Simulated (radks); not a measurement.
All-electron atom: Ho3+ in [Xe] 4f9.5 6s0.5 (fractional occupations, a model configuration).

Calculated with a radial shooting solver on a logarithmic mesh with Libxc functionals: scalar-relativistic Kohn-Sham, r2SCAN, spin-unpolarised, spherical densities, finite nucleus; meta-GGA in the generalised Kohn-Sham scheme; Fermi nuclear charge, rms radius 5.2022 fm.

Energy parts (eV):
part                      energy
total                 -343260.18
kinetic                371197.54
electron-nucleus      -838761.71
Hartree                131633.24
exchange-correlation    -7329.24

Orbitals (lengths in bohr, moments of r in powers of bohr; r(90%) holds 90 % of the orbital's charge):
orbital  occ.  eigenvalue (eV)      <r^4>  r(90%)      <r^2>
1s          2        -55606.39  9.267e-07  0.0376  0.0005884
2s          2        -9356.541  0.0001448   0.136   0.009168
2p          6        -8290.287  0.0001097   0.127   0.007444
3s          2        -2129.583   0.005475   0.337    0.06022
3p          6        -1802.105   0.005783   0.342    0.06062
3d         10        -1386.312   0.004572   0.323    0.05075
4s          2        -456.6479     0.1333   0.744     0.3030
4p          6        -348.1402     0.1751   0.797     0.3424
4d         10        -200.8797     0.2715   0.891     0.4085
4f        9.5         -40.2132      1.419    1.29     0.7482
5s          2         -85.3151      4.391    1.78      1.732
5p          6         -58.5902      8.035    2.08      2.308
6s        0.5         -23.9361      143.7    4.27      10.09

The highest occupied level is 6s at -23.936 eV. The electron density at the nucleus is 8.47e+05 e/bohr^3 (large components only). Summed over all electrons, <r^2> = 37.27 bohr^2, which gives a Langevin (diamagnetic) susceptibility term of -29.5 x 10^-6 cm^3/mol.
